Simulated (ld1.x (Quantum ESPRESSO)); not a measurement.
# Configuration tests for tungsten (TM)

ld1.x (Quantum ESPRESSO) 7.5 input, shortened:

```
&input
   title='W', zed=74., rel=1, dft='PBE', iswitch=3,
   config='[Xe] 4f14 5d4 6s2 6p0'
 /
 &inputp
   pseudotype=2, tm=.true., lloc=1,
   nlcc=.false.
 /
3
6S  1  0   2.00   0.00  2.75  2.75  0.0
5D  3  2   4.00   0.00  1.80  1.80  0.0
6P  2  1   0.00   0.00  2.75  2.75  0.0
 &test
   configts(1)='5d4 6s2 6p0'
 /
```

Energies are relative to the spin-unpolarised reference configuration 5d4 6s2 6p0; without spin polarisation the order of configurations can differ from experiment.

```tsv
valence configuration	charge	ΔE all-electron (eV)	error AE − PS (meV)
5d4 6s1 6p0	+1	8.883	+8.7
5d4 6s0 6p0	+2	24.563	+40
5d3 6s0 6p0	+3	49.945	-36
5d3 6s2 6p1	0	4.018	+21
5d4.5 6s1.5 6p0	0	0.695	-7.2
5d3 6s2 6p0	+1	8.830	+82
5d5 6s1 6p0	0	1.539	-30
```
